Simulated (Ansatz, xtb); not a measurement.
C2H5Ge+: which of two structures lies lower

We compare a, a singlet given by its coordinates, with b, `C=[CH][GeH2+]`, a singlet. Both are isolated ions in the gas phase, relaxed with B3LYP-D3(BJ)/def2-SVP; the shapes shown needn't be the lowest conformers.

a (Å):

```xyz
8

C     0.7979   -1.1354   -1.1766
C     2.1221   -1.1266   -0.7903
Ge    2.0097    1.0958   -1.1152
H    -0.0147   -1.0609   -0.4456
H     0.5046   -1.2941   -2.2202
H     2.9164   -1.4040   -1.4961
H     2.3992   -1.1717    0.2715
H     0.4750    1.1295   -1.5687
```

Close contacts (Å): C1–C2 1.38, C1–Ge3 2.54, C2–Ge3 2.25, C1–H4 1.10, C1–H5 1.10, C2–H6 1.10, C2–H7 1.10, Ge3–H8 1.60.

b (Å):

```xyz
8

C     1.2322   -1.1638   -0.6948
C     1.9609   -1.7025   -1.7034
Ge    0.9684    0.6912   -0.6312
H     0.7927   -1.7925    0.0868
H     2.4129   -1.0992   -2.4990
H     2.1285   -2.7845   -1.7613
H     0.1572    1.3551    0.4810
H     1.5892    1.5545   -1.7315
```

Estimate E(b) − E(a) at the level CCSD(T)/def2-TZVP.

Too close to call at this level: CCSD(T)/def2-TZVP gives E(b) − E(a) = +0.057 eV.

The same difference at several levels:

| level | geometry | E(b) − E(a) (eV) | departure from the last row (eV) | job, with rough time for the two |
| --- | --- | --- | --- | --- |
| GFN2-xTB | GFN2-xTB | +1.002 | +0.945 | optimisation, 0.17 s |
| HF/STO-3G | GFN2-xTB | −0.895 | −0.952 | single point, 0.3 s |
| r2SCAN-D4/def2-SVP | GFN2-xTB | +0.150 | +0.093 | single point, 2.4 s |
| B3LYP-D3(BJ)/def2-SVP | B3LYP-D3(BJ)/def2-SVP | +0.210 | +0.153 | optimisation, 20 s |
| HF/def2-TZVP | B3LYP-D3(BJ)/def2-SVP | −0.086 | −0.143 | part of the CCSD(T) run |
| MP2/def2-TZVP | B3LYP-D3(BJ)/def2-SVP | −0.018 | −0.075 | part of the CCSD(T) run |
| CCSD(T)/def2-TZVP | B3LYP-D3(BJ)/def2-SVP | +0.057 |  | single point, 30 s |

HF/STO-3G, HF/def2-TZVP put the two in the other order. MP2/def2-TZVP finds them nearly level. The largest departure from CCSD(T)/def2-TZVP is that of HF/STO-3G, 0.952 eV.

With harmonic frequencies from B3LYP-D3(BJ)/def2-SVP (ideal gas, rigid rotor, one conformer each, 298.15 K, 1 atm): the zero-point term adds −0.065 eV; ΔH is −0.008 and ΔG −0.003 eV.

The correlated steps freeze 11 core orbitals; the filled d shell of Ge is correlated, in a basis made for valence electrons. Run with Ansatz 0.2.0, xtb 6.7.1; the last row on 1 thread of Intel(R) Xeon(R) 6975P-C (Granite Rapids) on a shared host.
